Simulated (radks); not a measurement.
Values are calculated unless marked as measured or tabulated.
Spin polarisation of the 5d7 shell in neutral iridium. Start: [Xe] 4f14 5d(up 3.5, down 3.5) 6s2; electrons of 5d are moved from spin down to spin up, other shells keep equal spins. Code: a radial shooting solver on a logarithmic mesh with Libxc functionals. Model: scalar-relativistic Kohn-Sham, PBE, spin-polarised, spherical densities, point nucleus.

moment (Bohr magnetons)  E - E(0) (eV)  e(5d up) (eV)  e(5d down) (eV)  6s down minus up (eV)
0                                0.000         -7.148           -7.148                 0.000
0.75                            -0.086         -7.368           -6.911                  0.231
1.5                             -0.343         -7.574           -6.660                  0.463
2.25                            -0.772         -7.766           -6.391                  0.696
3                               -1.373         -7.942           -6.105                  0.932

At moment 3 the spin-polarisation energy is -1.373 eV and the 5d exchange splitting 1.837 eV, that is 0.612 eV per Bohr magneton; E = -I m^2/4 would give I = 0.610 eV.
